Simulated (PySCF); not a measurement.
The numbers are results of PBE0-D3(BJ)/def2-TZVP // PBE0-D3(BJ)/def2-SVP (PySCF), not measurements. All species are isolated molecules in the gas phase. One relaxed conformer stands for a flexible species; it need not be the lowest. Excitations are Tamm–Dancoff values on a coarser integration grid. The basis has no diffuse functions, so Rydberg states are missing or too high.

Reference species (SMILES): `[OH][Ge]([OH])([OH])[OH]` (neutral, multiplicity 1).

| Property | Value |
|---|---|
| HOMO–LUMO gap | 8.93 eV |
| T1 excitation (TDA) | 6.94 eV |

Changed species: `C[O][Ge]([O]C)([O]C)[O]C` (4 of 4 OH replaced by OCH3; the reference has 0 of 4 OH replaced by OCH3).

Question: Give the shifts of the HOMO–LUMO gap and T1 excitation (TDA).

Answer: the HOMO–LUMO gap decreases by 0.61 eV, to 8.32 eV; the T1 excitation (TDA) falls by 0.50 eV, to 6.44 eV.
